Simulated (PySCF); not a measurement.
Isomers of C10H12S, from PBE0-D3(BJ)/def2-SVP geometry optimisation, gas phase in PySCF. One conformer each, no zero-point energy, no frequencies.

Task: Which is lower in electronic energy at this level?
A. `[CH2:1]=[C:2](/[CH:3]=[CH:4]\[CH3:5])[c:6]1[s:7][cH:8][cH:9][c:10]1[CH3:11]` with C1–C2–C3–C4 152°, C1–C2–C6–S7 130°: A = 1244, B = 889.6, C = 696.0 MHz, dipole 0.90 D
B. `[CH:1]#[C:2][C@@H:3]1[C:4](=[CH2:5])[C@@H:6]([CH:7]=[CH2:8])[C@:9]1([CH3:10])[SH:11]` with C4–C6–C7–C8 -137°, C6–C9–S11–H -62°, C2–C3–C4–C5 91°, C3–C4–C6–C7 -143°, C4–C6–C9–C10 -93°, C2–C3–C9–C6 96°: A = 1128, B = 872.9, C = 644.6 MHz, dipole 1.26 D

Result: A. That is `C=C(/C=C\C)c1sccc1C`, 65.6 kcal/mol below the other.

```json
{"SMILES": "C=C(/C=C\\C)c1sccc1C", "mapped SMILES": "[CH2:1]=[C:2](/[CH:3]=[CH:4]\\[CH3:5])[c:6]1[s:7][cH:8][cH:9][c:10]1[CH3:11]", "E (Eh)": "-785.45260", "relative (kcal/mol)": "0.0", "relative (kJ/mol)": "0.0", "dipole (D)": "0.90"}
{"SMILES": "C#C[C@@H]1C(=C)[C@@H](C=C)[C@]1(C)S", "mapped SMILES": "[CH:1]#[C:2][C@@H:3]1[C:4](=[CH2:5])[C@@H:6]([CH:7]=[CH2:8])[C@:9]1([CH3:10])[SH:11]", "E (Eh)": "-785.34807", "relative (kcal/mol)": "65.6", "relative (kJ/mol)": "274.4", "dipole (D)": "1.26"}
```

As drawn, the lower has an aromatic ring, which the higher lacks; the higher has a four-membered ring, a C≡C bond and an S–H bond, which the lower lacks.
